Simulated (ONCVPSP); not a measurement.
## An all-electron radial function and its pseudo partner (potassium)

Columns: radius, all-electron u(r) and pseudo u(r) of the 3p shell (level -20.34 eV) of potassium in the configuration [Ne] 3s2 3p6 3d1; PW91, scalar-relativistic, ONCV scheme, ONCVPSP 4.0.1.

| r (bohr) | all-electron | pseudo |
| --- | --- | --- |
| 0.200 | -0.4337 | 0.0718 |
| 0.400 | -0.1286 | 0.2619 |
| 0.600 | 0.3593 | 0.5023 |
| 0.800 | 0.6986 | 0.7152 |
| 1.000 | 0.8593 | 0.8486 |
| 1.200 | 0.8880 | 0.8842 |
| 1.400 | 0.8392 | 0.8391 |
| 1.600 | 0.7530 | 0.7530 |
| 1.800 | 0.6539 | 0.6539 |
| 2.000 | 0.5555 | 0.5555 |
| 2.200 | 0.4646 | 0.4646 |
| 2.400 | 0.3843 | 0.3843 |
| 2.600 | 0.3153 | 0.3153 |
| 2.800 | 0.2572 | 0.2571 |
| 3.000 | 0.2089 | 0.2089 |
| 3.200 | 0.1691 | 0.1691 |
| 3.400 | 0.1365 | 0.1365 |
| 3.600 | 0.1098 | 0.1098 |
| 3.800 | 0.0881 | 0.0881 |
| 4.000 | 0.0705 | 0.0705 |
| 4.200 | 0.0562 | 0.0562 |
| 4.400 | 0.0448 | 0.0448 |
| 4.600 | 0.0356 | 0.0356 |
| 4.800 | 0.0284 | 0.0284 |
| 5.000 | 0.0226 | 0.0226 |
| 5.200 | 0.0180 | 0.0180 |

Task: How many radial nodes do the two functions have?

Result: The all-electron 3p function has n − l − 1 = 1; the pseudo-wave has 0, since the states of the same l below it are removed with the core.

Task: At about which radius was the pseudo-wave matched?

Result: 1.50 bohr, where the columns begin to agree (steps of 0.20 bohr).

Task: Where does each function peak?

Result: Outermost all-electron maximum near 1.20 bohr, pseudo maximum near 1.20 bohr (to the table’s step).

Task: Is the pseudo-wave norm-conserving?

Result: Yes: the ONCV scheme keeps the norm inside the radius equal to the all-electron one, which fixes the energy derivative of the logarithmic derivative at the level.
